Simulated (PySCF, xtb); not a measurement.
Sb(F)2(Et) (C₂H₅F₂Sb), SMILES C[CH2][Sb]([F])[F]. The values are those of a single conformer.

Harmonic wavenumbers (cm⁻¹) from GFN2-xTB (xtb 6.7.1) at its own minimum, in rising order: 39, 122, 148, 162, 229, 269, 390, 403, 473, 704, 951, 995, 1073, 1211, 1218, 1407, 1442, 1482, 1484, 2990, 2995, 3012, 3044, 3046.

What does PBE-D3(BJ)/def2-SVP (PySCF) give at its own minimum? (The exact figures need the calculation; the answer reports its results.)

60, 145, 151, 191, 236, 286, 471, 593, 600, 660, 909, 929, 1024, 1161, 1195, 1334, 1378, 1413, 1433, 2971, 2974, 3032, 3060, 3078. Paired by order, the mean absolute difference is 47 cm⁻¹ and the zero-point energies are 41.9 and 41.9 kcal/mol.
